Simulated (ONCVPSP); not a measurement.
## Cutoff test, hydrogen (H), ONCV

* Element: H
* Generator: ONCVPSP 4.0.1
* Type: optimised norm-conserving Vanderbilt (ONCV)
* Functional: PBE
* Relativity: fully relativistic
* Frozen core: none
* Valence charge: 1
* Reference configuration: 1s0.75 (charge +0.25)
* Partial waves: 1s: rc 1.45 bohr, ncon 5, nbas 9, qcut 6.3 1/bohr, local
* Local potential: the s channel
* Core correction: none

Open shells are filled in proportion to 2j + 1.

For each optimised wave give the share of its norm inside rc, the residual kinetic energy above qcut (Ha) and the cutoffs (Ha) for errors of 10, 1, 0.1 and 0.01 mHa per electron.

```json
{"wave": "1s", "norm inside rc": "0.553", "residual KE": "4.3e-05", "10 mHa": "7.4", "1 mHa": "13.1", "0.1 mHa": "17.8", "0.01 mHa": "54.7"}
```

The occupied waves need 13 Ha and 18 Ha for 1 and 0.1 mHa.
